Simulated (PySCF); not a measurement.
# Reading the logs of faulty runs: AlBH4OSi

Calculated results; nothing here was measured. They come from PySCF 2.14.0, an open-source quantum chemistry program, on an isolated molecule that a program drew, which may never have been made. The molecule is AlBH4OSi (charge 0, singlet), drawn as the SMILES string `O[B]([Al])[SiH3]`.

Each row is a Hartree-Fock (HF) and frozen-core CCSD(T) single point in the cc-pV(D+d)Z basis, meant for a local HF minimum. Run 1 is clean. Each other run has one planted mistake out of seven kinds, and not every kind appears here: one electron removed, one electron added, multiplicity raised by two, geometry at a saddle point, minimal basis STO-3G, one bond length entered in bohr, all coordinates scaled. The reference is restricted for singlets and unrestricted otherwise, and also for a bond in bohr. Adding or removing an electron swaps singlet and doublet. Electrons count all cores. HOMO and LUMO are orbital energies over both spins, the gradient is its largest component, and the lowest frequency (negative if imaginary) is given only where the gradient is small. Bond lengths are over the 7 bonds as drawn. T1 is the CCSD diagnostic: over 0.02 (restricted) or 0.045 (unrestricted) a single reference is doubtful.

Geometry of the clean run:
```xyz
8
AlBH4OSi, angstrom
O    -0.5320   -0.5478   -2.1589
B     0.7087   -0.8302   -1.6603
Al    1.3425   -2.9347   -2.2426
Si    1.7368    0.5782   -0.5455
H    -0.8669    0.3152   -1.9574
H     2.0432    0.0342    0.8060
H     3.0407    0.8887   -1.1935
H     1.0073    1.8678   -0.3583
```

```
run,electrons,basis functions,<S^2>,HOMO (eV),LUMO (eV),gradient (hartree/bohr),lowest frequency (cm^-1),mean bond (Å),longest bond (Å),T1,HF (hartree),CCSD(T) (hartree),mistake
1,44,94,0.000,-6.84,0.63,1.8e-05,83,1.5898,2.274,0.0174,-632.71297,-633.19453,no fault
2,44,94,0.000,-6.77,0.67,2.4e-02,-,1.5532,2.221,0.0169,-632.70923,-633.18888,all coordinates scaled
3,43,94,0.795,-14.15,-5.13,4.4e-02,-,1.5898,2.274,0.0230,-632.49400,-632.94653,?
4,44,94,2.023,-6.02,0.50,1.2e-02,-,1.5898,2.274,0.0321,-632.69330,-633.16056,?
```

**Which mistake was planted in run 3, and what did it cost?**

It counts 43 electrons, one fewer than the clean run, at the same geometry and basis. So the mistake is: one electron removed. Subtracting run 1 and multiplying by 627.51 kcal/mol a hartree, the energy moved by 137.4 kcal/mol in HF and 155.6 kcal/mol in CCSD(T).

**Which mistake was planted in run 4, and what did it cost?**

Electrons, basis and geometry are unchanged, and <S^2> is 2.023, beside S(S+1) = 2.00 for a multiplicity of 3. So the mistake is: multiplicity raised by two. Subtracting run 1 and multiplying by 627.51 kcal/mol a hartree, the energy moved by 12.3 kcal/mol in HF and 21.3 kcal/mol in CCSD(T).

